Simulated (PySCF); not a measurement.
# Pb⁺: excitation energy

Pb⁺ [Xe] 4f14 5d10 6s2 6p1 (2P) → Pb⁺ [Xe] 4f14 5d10 6s2 7s1 (2S), as a difference of total energies. Computed with PySCF 2.14 in aug-cc-pwCVDZ-PP with ECP60MDF (6s5p4d1f, 48 functions), with a scalar-relativistic core potential. Correlated levels: valence and next inner shell: nothing frozen outside the core potential. The calculations carry no spin-orbit coupling.

```csv
method,excitation energy (eV)
UHF,5.913
MP2 (valence and next inner shell),5.837
SCS-MP2 (valence and next inner shell),5.805
CCSD (valence and next inner shell),5.889
CCSD(T) (valence and next inner shell),5.873
```

How much does correlation contribute at CCSD(T) (valence and next inner shell)?

5.873 − (5.913) = -0.040 eV, measured against UHF.

Errors of the correlated levels include the incompleteness of this basis.

For comparison: 6.207 eV (measured; NIST levels, between the centres of gravity of the two terms).
